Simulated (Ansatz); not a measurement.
System: cyanosilylidyne, CNSi, charge 0, multiplicity 2. It need not be the lowest isomer of its formula. 
Coordinates optimised at B3LYP-D3(BJ)/def2-TZVP (Ansatz, a program for electronic structure):
```
C
N 1 1.1636
Si 1 1.8448 2 180.00
```
Charge 0, spin multiplicity 2.

Basis-set convergence of Hartree-Fock and CCSD(T) correlation energies (hartree) with Ansatz. Cores are frozen in the correlated levels unless marked. Open shells are spin-unrestricted. No spin-orbit coupling. Non-relativistic.

The UHF reference is spin-contaminated (<S^2> 0.15 over the pure value in the largest basis). 

| basis | functions | E(HF) | E(corr, CCSD(T)) |
|---|---|---|---|
| cc-pV(D+d)Z | 51 | -381.19296 | -0.36711 |
| cc-pV(T+d)Z | 99 | -381.22498 | -0.44089 |
| cc-pV(Q+d)Z | 174 | -381.23336 | -0.46462 |

Extrapolating the two largest sets (X = 3 and 4) as X^-3: E(corr) = (64·(-0.46462) - 27·(-0.44089))/37 = -0.4819 Eh, an estimate of the basis-set limit. The largest set recovers 96.4 % of it, the smallest 76.2 %.
